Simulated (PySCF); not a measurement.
## How methods differ on the ionisation energy of Be⁺

Be⁺ [He] 2s1 (2S) → Be²⁺ 1s2 (1S), as a difference of total energies. Computed with PySCF 2.14 in def2-TZVP (5s3p1d, 19 functions), with the non-relativistic Hamiltonian (point nucleus). The calculations carry no spin-orbit coupling.

```json
{"method": "UHF", "ionisation energy (eV)": "18.122", "error (eV)": "-0.089"}
{"method": "PBE", "ionisation energy (eV)": "18.478", "error (eV)": "+0.267"}
{"method": "B3LYP", "ionisation energy (eV)": "18.606", "error (eV)": "+0.395"}
```

Reference: 18.211 eV (measured; NIST Atomic Spectra Database, ionization energies).
